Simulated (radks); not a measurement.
The numbers below are computed, except where a source is named.
All-electron atom: the antimony ion Sb3+ in [Ar] 3d10 4s2 4p5.75 4d10 5s2 5d0.25 (fractional occupations, a model configuration). Level of theory: Dirac Kohn-Sham, LDA (Slater exchange, Perdew-Wang correlation), spin-unpolarised, spherical densities, point nucleus; open shells are shared between the two j in proportion to 2j + 1 (a radial shooting solver on a logarithmic mesh with Libxc functionals).

Unscreened Slater integrals over Kohn-Sham orbitals (hartree). Large and small components are both included. Empty in this configuration: 5p1/2.

F0(5d5/2,5d5/2): 0.27846
F2(5d5/2,5d5/2): 0.15015
F4(5d5/2,5d5/2): 0.10139
F0(5d5/2,5d3/2): 0.27950
F2(5d5/2,5d3/2): 0.15070
G2(5d5/2,5d3/2): 0.15067
G4(5d5/2,5d3/2): 0.10173
F0(5d5/2,5s1/2): 0.32849
G2(5d5/2,5s1/2): 0.10148
F0(5d5/2,4d5/2): 0.35837
F2(5d5/2,4d5/2): 0.073291
F4(5d5/2,4d5/2): 0.031628
G0(5d5/2,4d5/2): 0.019044
G2(5d5/2,4d5/2): 0.022314
G4(5d5/2,4d5/2): 0.017947
F0(5d5/2,5p1/2): 0.31857
G3(5d5/2,5p1/2): 0.10440
F0(5d3/2,5d3/2): 0.28055
F2(5d3/2,5d3/2): 0.15128
F0(5d3/2,5s1/2): 0.33049
G2(5d3/2,5s1/2): 0.10467
F0(5d3/2,4d5/2): 0.36070
F2(5d3/2,4d5/2): 0.074227
G2(5d3/2,4d5/2): 0.022240
G4(5d3/2,4d5/2): 0.017950
F0(5d3/2,5p1/2): 0.32036
G1(5d3/2,5p1/2): 0.16944
F0(5s1/2,5s1/2): 0.45132
F0(5s1/2,4d5/2): 0.54683
G2(5s1/2,4d5/2): 0.076403
F0(5s1/2,5p1/2): 0.42085
G1(5s1/2,5p1/2): 0.28583
F0(4d5/2,4d5/2): 0.88768
F2(4d5/2,4d5/2): 0.44698
F4(4d5/2,4d5/2): 0.29523
F0(4d5/2,5p1/2): 0.49039
G3(4d5/2,5p1/2): 0.047609
F0(5p1/2,5p1/2): 0.39692
